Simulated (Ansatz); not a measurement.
Consider the substitution at a C–C bond: `Cc1cc[nH]c1` + `[NH2][Sn][OH]` → `C[O][Sn][NH2]` + `c1cc[nH]c1`.

Isolated molecules relaxed with PBE0-D4/def2-TZVP in Ansatz; ΔE leaves out vibrations. CCSD(T)/CBS is the MP2 limit (def2-TZVPP, def2-QZVPP) plus CCSD(T) − MP2 in def2-TZVPP, frozen cores. DFT in def2-TZVPP. Elements past krypton have def2 core potentials. For Sn outer-core shells are correlated without core-valence functions, which leaves a few kJ/mol of doubt a bond. Each species was taken in one conformer, which may not be the lowest.

Task: Is it downhill or uphill in electronic energy at CCSD(T)/CBS, and by how much? (Best estimate.)

Result: Ansatz gave: Uphill: ΔE = +0.64 eV.

Task: What do these levels give: r2SCAN, BHLYP, HF/def2-SVP, CCSD(T)/def2-TZVPP, MP2/def2-QZVPP, SCS-MP2/def2-QZVPP? (An estimate is asked.)

Result: The calculation gave: r2SCAN 0.61, BHLYP 0.60, HF/def2-SVP 0.48, CCSD(T)/def2-TZVPP 0.62, MP2/def2-QZVPP 0.70, SCS-MP2/def2-QZVPP 0.66 eV.

Largest T1 diagnostic among the species: 0.017.

At CCSD(T), def2-SVP lies −0.11 eV from the extrapolated value and def2-TZVPP −0.02 eV. From BLYP to BHLYP (50 % exact exchange), in def2-TZVPP and without D4, ΔE moves by +0.04 eV.
